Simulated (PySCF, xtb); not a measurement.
Mg(Me) (CH₃Mg), SMILES [Mg+][CH3], charge +1.

GFN2-xTB run with xtb at its own geometry gives an orbital gap of 2.98 eV.

Geometry: PBE0-D3(BJ)/def2-TZVP. The spin state was assumed, not searched. The isomer is the one that the SMILES or the coordinates give; other isomers of the formula were not compared.

**Question.** What does PySCF with CAM-B3LYP/def2-TZVPD give? (The exact figures need the calculation; the answer reports its results.)

**Answer.** gap 6.68 eV (levels -14.36 and -7.68 eV).
